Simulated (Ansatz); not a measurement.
Reactions of C$_{3}$H$_{8}$N$_{2}$ (`C=C(N)NC`).

Program: Ansatz. Geometries: PBE0-D4/def2-TZVP. ΔE: electronic, gas phase. CCSD(T)/CBS adds triple-zeta CCSD(T) − MP2 to the extrapolated MP2 energy (def2 sets, frozen cores). This one scheme is used for every species, atoms too. Functionals use def2-TZVPP. B3LYP here is the variant with VWN-RPA as its local correlation; programs differ in this. No spin–orbit coupling; open shells (•) take unrestricted orbitals. Spin–orbit coupling would lower the free atoms: a little for C. def2 core potentials past Kr. Bonds to Sn are less sure, by a few kJ/mol each and by 10 to 20 or more in all where they break to atoms, as the def2 sets lack core-valence functions. One conformer a species, not always the lowest.

```json
{"reaction": "`C=C(N)NC` → 3 C• + 8 H• + 2 N•", "CCSD(T)/CBS(def2) (kJ/mol)": "5013"}
{"reaction": "`C=C(N)NC` → `CCC(=N)N`", "CCSD(T)/CBS(def2) (kJ/mol)": "-71"}
{"reaction": "`C=C(N)NC` → `CNC(C)=N`", "CCSD(T)/CBS(def2) (kJ/mol)": "-50"}
{"reaction": "`C=C(N)NC` → `C=C(N)N` + `[CH2]` (triplet)", "CCSD(T)/CBS(def2) (kJ/mol)": "401"}
{"reaction": "`C=C(N)NC` + `C[O][Sn][OH]` → `C[O][Sn][O]C` + `C=C(N)N`", "CCSD(T)/CBS(def2) (kJ/mol)": "?"}
```

Task: Fill in the missing values. (An estimate is asked.)

Result: Ansatz gave: `C=C(N)NC` + `C[O][Sn][OH]` → `C[O][Sn][O]C` + `C=C(N)N`: +29.4 kJ/mol.

Largest T1 diagnostic: 0.017, for `C[O][Sn][OH]`.
